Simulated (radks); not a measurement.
Problem. Coherent X-ray form factor from a spherical all-electron density. Calculated with a radial shooting solver on a logarithmic mesh with Libxc functionals: scalar-relativistic Kohn-Sham, r2SCAN, spin-polarised, spherical densities, finite nucleus; meta-GGA in the generalised Kohn-Sham scheme; Fermi nuclear charge, rms radius of each element as measured or else 0.836 A^(1/3) + 0.57 fm.

sin(theta)/lambda (1/angstrom)  f0 (electrons)
0.05                                    25.945
0.1                                     25.782
0.15                                    25.512
0.2                                     25.142
0.25                                    24.678
0.3                                     24.128
0.4                                     22.806
0.5                                     21.261
0.6                                     19.582
0.8                                     16.157
1                                       13.065
1.25                                    10.067
1.5                                      8.057
2                                        5.995

The species is in the configuration that NIST lists as its ground one. Which atom or ion scatters so?

Solution. The technetium ion Tc17+, [Ar] 3d8. Extrapolating in s^2 from the first two rows gives f0(0) = 26.0, near the electron count 26; among species with that count, the fall with angle is slower the higher Z, and the table is that of Z = 43; from so few rows the species is fixed only to a neighbour or two.
